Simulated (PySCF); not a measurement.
Species: `[SiH3]C(C)(C)/C(C#N)=C\F`. The columns A, B, C and D hold Mulliken, IAO, Hirshfeld and ESP-fitted charges (e) of one PBE0/pcSseg-1 density (PySCF), in a shuffled order. Coordinates in Å (GFN2-xTB); the density's dipole moment is (-1.51, 1.52, -1.85) D.

| atom | x | y | z | A | B | C | D |
| --- | --- | --- | --- | --- | --- | --- | --- |
| C1 | -0.998 | -1.065 | 0.960 | -0.417 | -0.162 | -0.119 | -0.615 |
| C2 | -0.336 | -0.065 | 0.009 | -0.200 | -0.726 | -0.051 | +0.462 |
| C3 | -0.967 | -0.218 | -1.378 | -0.414 | -0.152 | -0.123 | -0.529 |
| Si4 | -0.598 | 1.728 | 0.676 | +0.594 | +0.545 | +0.307 | +0.274 |
| C5 | 1.146 | -0.316 | -0.058 | -0.090 | -0.216 | -0.003 | -0.364 |
| C6 | 1.717 | -1.200 | 0.888 | +0.138 | +0.123 | +0.082 | +0.401 |
| N7 | 2.174 | -1.919 | 1.655 | -0.243 | -0.238 | -0.216 | -0.458 |
| C8 | 2.015 | 0.235 | -0.911 | +0.164 | +0.381 | +0.074 | +0.090 |
| F9 | 1.664 | 1.117 | -1.857 | -0.249 | -0.258 | -0.044 | -0.137 |
| H10 | -2.070 | -0.881 | 1.006 | +0.144 | +0.128 | +0.046 | +0.151 |
| H11 | -0.847 | -2.089 | 0.617 | +0.147 | +0.133 | +0.042 | +0.182 |
| H12 | -0.596 | -0.983 | 1.968 | +0.149 | +0.144 | +0.040 | +0.173 |
| H13 | -2.043 | -0.071 | -1.311 | +0.142 | +0.121 | +0.044 | +0.128 |
| H14 | -0.786 | -1.220 | -1.771 | +0.143 | +0.117 | +0.040 | +0.154 |
| H15 | -0.574 | 0.504 | -2.088 | +0.148 | +0.136 | +0.031 | +0.148 |
| H16 | -2.040 | 1.933 | 0.797 | -0.115 | -0.076 | -0.072 | -0.082 |
| H17 | 0.063 | 1.811 | 1.980 | -0.109 | -0.063 | -0.073 | -0.079 |
| H18 | -0.011 | 2.678 | -0.264 | -0.107 | -0.059 | -0.075 | -0.067 |
| H19 | 3.077 | 0.029 | -0.924 | +0.176 | +0.125 | +0.072 | +0.169 |

Task: Which column most likely holds the ESP-fitted charges?

Result: D. Σ q r misses the density's dipole by 0.03 D (D), 1.04 D (C), 1.08 D (B), 1.74 D (A). Charges fitted to the outside potential are the only set here that is tied to the molecule's multipoles.

Task: And the Hirshfeld charges?

Result: C. The mean sizes are 0.082 e (C), 0.205 e (A), 0.205 e (B), 0.245 e (D), and Hirshfeld charges are commonly the smallest of these schemes.

As computed, A = IAO, B = Mulliken, C = Hirshfeld, D = ESP-fitted. Hydrogens on carbon: IAO +0.14 to +0.18, Mulliken +0.12 to +0.14, Hirshfeld +0.03 to +0.07, ESP-fitted +0.13 to +0.18 e.

The Hirshfeld scheme weights the molecular density at each point by an atom's share of the summed free-atom densities. The ESP scheme is a least-squares fit of atom-centred charges to the potential on four shells outside the van der Waals surface, with the total charge fixed.

Geometry: GFN2-xTB, one conformer, isolated molecule.

Shape of the structure used: `[CH3:1][C:2]([CH3:3])([SiH3:4])/[C:5]([C:6]#[N:7])=[CH:8]\[F:9]`: C1–C2–C5–C6 -11°.
